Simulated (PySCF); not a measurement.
Compound: C6H7FSi.
InChI=1S/C6H7FSi/c1-3-8-5(2)4-6(8)7/h1,4-5,8H,2H3/t5-,8-/m0/s1

Method used: PySCF 2.14.0, density-fitted response routines, TDDFT wB97X-D/def2-SVPD, vertical, gas phase, core orbitals frozen in the response. Isolated species at its GFN2-xTB geometry, gas phase.

Broadening: Gaussians 0.4 eV wide at half height, area fixed by f = 4.319×10⁻⁹ ∫ε dν̃. The width is an assumption, not a result. The curve ends short of the highest state used, and states not computed would add to its high-energy end.

λ (nm), ε (L mol⁻¹ cm⁻¹) and a bar:
```
    188.5       5835 ##############################
    189.3       5313 ###########################
    190.2       4696 ########################
    191.0       4159 #####################
    191.8       3664 ###################
    192.6       3233 #################
    193.4       2877 ###############
    194.2       2601 #############
    195.1       2381 ############
    195.9       2256 ############
    196.7       2183 ###########
    197.5       2150 ###########
    198.3       2140 ###########
    199.1       2141 ###########
    200.0       2140 ###########
    200.8       2128 ###########
    201.6       2098 ###########
    202.4       2046 ###########
    203.2       1971 ##########
    204.1       1859 ##########
    204.9       1740 #########
    205.7       1605 ########
    206.5       1459 #######
    207.3       1307 #######
    208.1       1154 ######
    209.0        987 #####
    209.8        846 ####
    210.6        715 ####
    211.4        597 ###
    212.2        491 ###
    213.0        400 ##
    213.9        312 ##
    214.7        248 #
    215.5        194 #
    216.3        151 #
    217.1        116 #
    217.9         88 
    218.8         64 
    219.6         48 
    220.4         36 
    221.2         26 
    222.0         19 
    222.9         13 
    223.7         10 
    224.5          7 
    225.3          5 
    226.1          3 
    226.9          2 
    227.8          2 
    228.6          1 
    229.4          1 
    230.2          1 
    231.0          0 
    231.8          0 
    232.7          0 
    233.5          0
```

Q: Where are the band maxima, and which computed states make them?

A: 200 nm (6.21 eV), ε about 2100, made up of S2 (60%) and S4 (24%) (hardly more than a shoulder) (ε in L mol⁻¹ cm⁻¹; maxima over ε = 5, shares over 10%). At its high-energy end, 6.58 eV, the curve is still rising (ε about 5900, from S5). The states used: S1 5.91 eV (f 0.0007); S2 6.11 eV (f 0.023); S3 6.25 eV (f 0.0024); S4 6.31 eV (f 0.0093); S5 6.68 eV (f 0.096); S6 6.82 eV (f 0.0038); S7 7.15 eV (f 0.114); S8 7.18 eV (f 0.019).

Q: What would ε be at 6.21 eV, the highest of these maxima, with half the width (0.2 eV)?

A: About 2500 L mol⁻¹ cm⁻¹ against 2140, a factor of about 1.2; a lone state at its own centre would give exactly 2.

Q: Coming from long wavelengths, where does ε first pass 100 L mol⁻¹ cm⁻¹?

A: At about 218 nm (5.70 eV), 0.21 eV below S1.

Q: Does any computed singlet lie in the visible range?

A: No computed singlet lies in the visible range (380 to 750 nm); the lowest, at 210 nm, stands 2.65 eV above its violet end (3.26 eV).
